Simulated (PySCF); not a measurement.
# Two-component Hartree-Fock for La⁵¹⁺ (lanthanum, charge +51)

Start: [He] 2s2 2p2; 2p1/2 filled at m_j = -1/2, +1/2. Calculated with PySCF 2.14 in an even-tempered Gaussian basis (17 s from 31 bohr⁻², ratio 2.4; 12 p from 40 bohr⁻², ratio 2.4; 5 d from 130 bohr⁻², ratio 2.6; 4 f from 200 bohr⁻², ratio 2.6): generalised Hartree-Fock with the X2C-1e Hamiltonian and a Gaussian nucleus; one run each with spin-orbit coupling (SO) switched off, then screened by Boettger's factors.

| spinor shell | electrons | ε, spin-free (eV) | ε, screened SO (eV) | weight of nominal j (screened SO) | rms radius, screened SO (bohr) |
| --- | --- | --- | --- | --- | --- |
| 1s1/2 | 2 | -43853.0 | -43825.3 | 1.000 | 0.0285 |
| 2s1/2 | 2 | -10337.4 | -10328.9 | 1.000 | 0.111 |
| 2p1/2 | 2 | -9864.6 | -10148.8 | 1.000 | 0.0946 |

```csv
quantity,spin-free,screened SO
E (hartree),-4900.46546,-4922.70984
M_J,0,0
⟨J²⟩,2.000,0.000
⟨L²⟩,2.000,1.333
⟨S²⟩,2.000,1.333
```

Breit and QED terms are absent; they matter most for the inner s and p1/2 levels.

Densities and radii are taken from the X2C orbitals without a picture-change correction, which distorts them close to the nucleus.

Without spin-orbit coupling the j labels of p, d and f shells carry no meaning; the spin-free column gives the mean over the occupied spinors of each nl shell.
